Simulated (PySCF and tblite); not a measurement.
Values are calculated unless marked as measured or tabulated.
Dynamics report: rotation

System: C₅H₇BrO₄, numbered as in [CH3:1][O:2][C:3](=[O:4])/[C:5]([Br:6])=[C:7](\[OH:8])[O:9][CH3:10].

Motion: rotation about the C3–C5 bond (torsion O2–C3–C5–Br6 from 0° to 180°, rising). Level: revPBE/pcSseg-1 + D3(BJ) on GFN2-xTB stationary points, with GFN2-xTB thermal terms. Rates follow Eyring's equation with the number of equivalent paths and no tunnelling. Run with tblite and PySCF.

```
 point  symmetry  E(GFN2) kcal/mol  E(DFT) kcal/mol  ZPE change kcal/mol  lowest mode cm⁻¹  dipole D
 start        Cs               0.0              0.0                 0.00                54      1.47
saddle        C1              17.6             23.3                -0.30               80i      3.60
   end        Cs               7.0              6.9                 0.11                55      5.05
```

- Electronic barrier: 23.3 kcal/mol
- Barrier with zero-point energy: 23.0 kcal/mol
- ΔH‡ (298 K): 23.0 kcal/mol
- ΔS‡ (298 K, symmetry apart): 0.2 cal/(mol K)
- Paths: 2 equivalent paths
- End point: a different minimum
- Mean lifetime of the start against this motion at 298 K: 1.4 h
- Cost: 3.9 min on 1 thread of Arm Neoverse V1, on a host shared with other jobs (rough), peak memory 0.89 GiB, launched as `OMP_NUM_THREADS=1 python ens_run.py task.json out`

| T/K | ΔG‡ kcal/mol | k s⁻¹ | ΔG kcal/mol | k back s⁻¹ |
| --- | --- | --- | --- | --- |
| 150 | 22.9 | 2.7×10⁻²¹ | 6.9 | 3.2×10⁻¹¹ |
| 200 | 22.9 | 7.9×10⁻¹³ | 6.9 | 2.7×10⁻⁵ |
| 250 | 22.9 | 9.9×10⁻⁸ | 6.9 | 0.098 |
| 298 | 22.9 | 0.0002 | 6.8 | 20 |
| 350 | 22.9 | 0.069 | 6.8 | 1190 |
| 400 | 23.0 | 4.7 | 6.7 | 2.2×10⁴ |
| 500 | 23.1 | 1730 | 6.7 | 1.4×10⁶ |

ΔG and ΔG‡ leave out symmetry numbers and mirror images; rates count paths: 2 out, 2 back.

Spin–orbit effects of heavy atoms on shieldings are missing.
